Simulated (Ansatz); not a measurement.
C2H4O3Si (`O=C(O)C(=O)[SiH3]`). Charge 0, multiplicity 1. Geometry: relaxed with PBE0-D4/def2-TZVP. It is one conformer, not always the lowest.

```xyz
10

O    -0.541   -1.368    0.947
C    -0.856   -0.903   -0.116
O    -1.799   -1.381   -0.914
C    -0.143    0.350   -0.649
O    -0.443    0.840   -1.702
Si    1.240    1.026    0.527
H    -2.178   -2.162   -0.484
H     0.635    1.404    1.827
H     1.810    2.213   -0.152
H     2.276   -0.019    0.716
```

Problem. What is the dipole moment at B3LYP/def2-TZVPP? (Estimate.)

Solution. Ansatz gave: 1.23 D, with components (-0.31, -0.95, 0.72) D in this frame, pointing from negative to positive charge.

Problem. And with PBE, r2SCAN, ωB97M-V? (An estimate is asked.)

Solution. Ansatz gave: PBE 1.27 D, r2SCAN 1.26 D, ωB97M-V 1.20 D.

Problem. Give the Mulliken charges with B3LYP, PBE, ωB97M-V in def2-TZVPP. (Best estimate.)

Solution. Ansatz gave: 
```json
{"atom": "O1", "B3LYP": "-0.29", "PBE": "-0.24", "ωB97M-V": "-0.30"}
{"atom": "C2", "B3LYP": "0.31", "PBE": "0.23", "ωB97M-V": "0.33"}
{"atom": "O3", "B3LYP": "-0.22", "PBE": "-0.18", "ωB97M-V": "-0.22"}
{"atom": "C4", "B3LYP": "0.05", "PBE": "0.05", "ωB97M-V": "0.04"}
{"atom": "O5", "B3LYP": "-0.21", "PBE": "-0.17", "ωB97M-V": "-0.21"}
{"atom": "Si6", "B3LYP": "0.28", "PBE": "0.20", "ωB97M-V": "0.17"}
{"atom": "H7", "B3LYP": "0.22", "PBE": "0.21", "ωB97M-V": "0.21"}
{"atom": "H8", "B3LYP": "-0.04", "PBE": "-0.03", "ωB97M-V": "0.00"}
{"atom": "H9", "B3LYP": "-0.05", "PBE": "-0.04", "ωB97M-V": "-0.01"}
{"atom": "H10", "B3LYP": "-0.04", "PBE": "-0.03", "ωB97M-V": "0.00"}
```

B3LYP here is the variant with VWN-RPA as its local correlation; programs differ in this.
